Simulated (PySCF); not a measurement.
# LaS: frontier orbitals

PBE at R = 2.360 Å; La x2c-TZVPall, S x2c-TZVPall; spin-free X2C with a Gaussian nucleus (PySCF 2.14). State: doublet, about 0.1 electrons in the 4f shell (Mulliken). Only the outer orbitals are listed, counted within each symmetry.

```
spin  orbital  occ.  ε (eV)  on La (%)           main shells (%)
   α      14σ     1  -21.88         91                   91 La p
   α       7π     1  -21.69        100                  100 La p
   α       7π     1  -21.69        100                  100 La p
   α      15σ     1  -14.45         11                    89 S s
   α       8π     1   -5.62         25           75 S p, 22 La d
   α       8π     1   -5.62         25           75 S p, 22 La d
   α      16σ     1   -5.59         29           69 S p, 23 La d
   α      17σ     1   -3.62         99          77 La s, 16 La d
   α       3δ     0   -2.94        100                  100 La d
   α       3δ     0   -2.94        100                  100 La d
   α       9π     0   -2.19         90  50 La d, 38 La p, 10 S p
   β      14σ     1  -21.74         90                   90 La p
   β       7π     1  -21.53        100                  100 La p
   β       7π     1  -21.53        100                  100 La p
   β      15σ     1  -14.48         11                    89 S s
   β       8π     1   -5.60         22           77 S p, 20 La d
   β       8π     1   -5.60         22           77 S p, 20 La d
   β      16σ     1   -5.56         28           71 S p, 21 La d
   β      17σ     0   -2.86         99          82 La s, 14 La d
   β       3δ     0   -2.39        100                   99 La d
   β       3δ     0   -2.39        100                   99 La d
```

Question: Which are the highest filled and the lowest empty level, where do they sit, and how wide is the gap?

Answer: Highest filled α 17σ at -3.62 eV (in %: 77 La s, 16 La d); lowest empty α 3δ at -2.94 eV (in %: 100 La d); the gap at PBE is 0.68 eV.

* bond order (Mayer): 2.35
* ⟨S²⟩: 0.752
* charge on La (Mulliken, basis-dependent): 0.50
* charge on La (Löwdin, basis-dependent): 0.06
* dipole moment (positive dipole means La(−)S(+)): -5.42 D
* polarisability along the bond: 171.2 bohr³
* polarisability across the bond: 199.9 bohr³

Spin–orbit coupling is left out. With d or f electrons several states lie close, and the lowest PBE0 determinant need not be the measured ground state.
